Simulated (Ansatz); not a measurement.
`CC1=N[CH]1[SnH3]` + H₂ → `CC1=NC1` + `[SnH4]` at 500 K and 1 bar (hydrogenolysis of a C–Sn bond).

Gas-phase electronic energies from Ansatz, PBE0-D4/def2-TZVP geometries. CBS: MP2 limit from def2 TZ/QZ plus the TZ coupled-cluster correction, frozen cores. This one scheme is used for every species. def2 core potentials past Kr. For Sn outer-core shells are correlated without core-valence functions, which leaves a few kJ/mol of doubt a bond.

```json
{"species": "`CC1=N[CH]1[SnH3]`", "CCSD(T)/CBS energy (Eh)": "-386.99390", "H − E (kJ/mol)": "269.3", "S (J/(mol·K))": "441.0"}
{"species": "H₂", "CCSD(T)/CBS energy (Eh)": "-1.17544", "H − E (kJ/mol)": "41.0", "S (J/(mol·K))": "145.5"}
{"species": "`CC1=NC1`", "CCSD(T)/CBS energy (Eh)": "-171.79280", "H − E (kJ/mol)": "225.2", "S (J/(mol·K))": "325.0"}
{"species": "`[SnH4]`", "CCSD(T)/CBS energy (Eh)": "-216.39156", "H − E (kJ/mol)": "91.5", "S (J/(mol·K))": "258.6"}
```

H − E and S are ideal-gas, rigid-rotor, harmonic terms from PBE0-D4/def2-TZVP, for one conformer and one mirror image of each species. The MP2-based limit puts H₂ 0.8 mEh under its directly extrapolated value; such offsets cancel only in part. 1 Eh = 2625.50 kJ/mol, R = 8.31446 J/(mol·K).

Q: By hand: ΔE, ΔH, ΔS and ΔG.

A: ΔE = (-171.79280) + (-216.39156) − (-386.99390) − (-1.17544) = -0.01502 Eh = -39.4 kJ/mol. Δ(H − E) = 225.2 + 91.5 − 269.3 − 41.0 = 6.4, so ΔH = -33.0 kJ/mol. ΔS = 325.0 + 258.6 − 441.0 − 145.5 = -2.9 J/(mol·K). ΔG = -33.0 − 500 × (-2.9)/1000 = -31.6 kJ/mol.

Q: By hand: the equilibrium constant, and the temperature at which ΔG would vanish if ΔH and ΔS stayed fixed.

A: log₁₀ K = −ΔG/(RT ln 10) = 3.3. ΔG = 0 at ΔH/ΔS = 11379 K, far beyond where these terms or the molecules hold.

The number of gas molecules stays the same, so ΔS is small and ΔH decides. A doubt of 5 kJ/mol in ΔE shifts log₁₀ K by 0.5 here. Other conformers and mirror images would add mixing entropy, several J/(mol·K) or more a flexible species. Modes under 60 cm⁻¹, often nearly free rotors, make the harmonic entropy too high. These are equilibria of isolated gas molecules and say nothing of rates. Largest T1 diagnostic: 0.013 (customary marks: 0.02 for closed shells, 0.045 for open ones).
